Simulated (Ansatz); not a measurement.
The cluster Zn₂Cl₅⁻, relaxed as a singlet with RKS PBE-D4/def2-SVPD in Ansatz, starting from the GFN1-xTB geometry. Force threshold 0.02 eV/Å.

Another isomer (singlet) lies 0.23 eV lower at PBE0-D4/def2-TZVPD; other spin states weren't run for this one.

Start:

```xyz
7

Zn    0.8407    0.0895   -1.5665
Zn   -0.6741   -0.0780    1.2979
Cl    0.1106    1.7070   -0.2799
Cl    0.4495   -0.0525    3.1307
Cl    1.7628    0.1917   -3.4748
Cl   -2.8198   -0.1909    1.2489
Cl    0.3302   -1.6668   -0.3562
```

Task: Estimate the energy that the relaxation releases and the steps that it takes.

Result: 17.2 kJ/mol, in 5 steps; 9 s on 4 threads of INTEL XEON PLATINUM 8581C on a shared host. No frequencies were taken in this run, so the end may be a saddle point.

Task: Does the start keep its bonding and symmetry?

Result: By distances, no bond broke or formed. The bond that changes most is Zn2–Cl6, from 2.15 to 2.22 Å (atoms count from 1). Point group Cs at the start, Cs at the end, both within 0.05 Å.

Task: Predict the relaxed structure.

Result: 
```xyz
7

Zn    0.8235    0.0884   -1.5518
Zn   -0.6947   -0.0753    1.3276
Cl    0.0827    1.7634   -0.2184
Cl    0.6064   -0.0403    3.1292
Cl    1.7917    0.1929   -3.5095
Cl   -2.9055   -0.2022    1.1252
Cl    0.2959   -1.7269   -0.3023
```
Bond lengths (bridged metal pairs left out): 7 × Cl–Zn 2.19 to 2.52 Å.
